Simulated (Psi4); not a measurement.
C2H6BFO (SMILES CCB(O)F), singlet, geometry from GFN2-xTB. Base run: CCSD(T)/def2-SVP run with Psi4.

Input for Psi4:
```
memory 2 GB

molecule {
0 1
  B     0.18569128    0.27107935    0.52998451
  F     0.68811954    0.13065850    1.75791099
  C    -0.04196034   -1.03982700   -0.35050706
  C    -0.62120407   -0.78609412   -1.74451260
  H    -0.70078725   -1.72130863    0.19283156
  H     0.90825001   -1.57014191   -0.44824823
  H     0.04229961   -0.15000317   -2.32831376
  H    -1.59505917   -0.30383066   -1.67594999
  H    -0.74823414   -1.72181337   -2.28398637
  O    -0.07642209    1.52907780    0.16874605
  H    -0.43763813    1.65867881   -0.70730512
}

set basis def2-svp
set freeze_core true

energy('ccsd(t)')
print_variables()
```

Variants of this job, named by their change:

```json
[
 {"change": "base", "ΔE vs base (mEh)": "0.000", "MP2 correlation (Eh)": "-0.73821", "basis functions": "100", "core-seconds (rough)": "100"},
 {"change": "method = mp4", "ΔE vs base (mEh)": "-0.712", "MP2 correlation (Eh)": "-0.73821", "basis functions": "100", "core-seconds (rough)": "50"},
 {"change": "method = mp3", "ΔE vs base (mEh)": "28.579", "MP2 correlation (Eh)": "-0.73795", "basis functions": "100", "core-seconds (rough)": "8"},
 {"change": "method = qcisd(t)", "ΔE vs base (mEh)": "-0.672", "MP2 correlation (Eh)": "-0.73821", "basis functions": "100", "core-seconds (rough)": "90"},
 {"change": "method = dlpno-mp2", "ΔE vs base (mEh)": "60.556", "MP2 correlation (Eh)": "-0.73783", "basis functions": "100", "core-seconds (rough)": "8"},
 {"change": "method = mp2", "ΔE vs base (mEh)": "60.438", "MP2 correlation (Eh)": "-0.73795", "basis functions": "100", "core-seconds (rough)": "5"},
 {"change": "method = fno-ccsd(t)", "ΔE vs base (mEh)": "0.000", "MP2 correlation (Eh)": "-0.73821", "basis functions": "100", "core-seconds (rough)": "100"},
 {"change": "method = ccsd", "ΔE vs base (mEh)": "18.355", "MP2 correlation (Eh)": "-0.73821", "basis functions": "100", "core-seconds (rough)": "70"}
]
```
